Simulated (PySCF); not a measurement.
C3H4O2Si, SMILES C1(=O)O[SiH2]C=C1. Geometry: PBE-D3(BJ)/def2-SVP. The structure was generated by enumeration, and PubChem lists no compound with its InChIKey, so it may never have been made.

All values below come from PBE-D3(BJ)/def2-SVP run with PySCF.

Harmonic wavenumbers (cm⁻¹): 150, 257, 450, 491, 541, 587, 643, 681, 705, 754, 811, 843, 906, 938, 971, 1019, 1167, 1264, 1575, 1816, 2193, 2197, 3122, 3147. Rotational constants (GHz): 6.166, 2.718, 1.931; symmetry number 1.

### Question
Work out the zero-point energy and the ideal-gas rigid-rotor harmonic-oscillator thermochemistry at 298.15 K and 1 atm.

### Answer
ZPE = ½ Σ hcν = ½ × 27231 cm⁻¹ = 38.93 kcal/mol. H − E(el) = 43.05 kcal/mol. Entropy in cal/(mol K): translation 39.72, rotation 26.70, vibration 9.03, total 75.45. G − E(el) = 20.55 kcal/mol. Cp = 23.22 cal/(mol K).
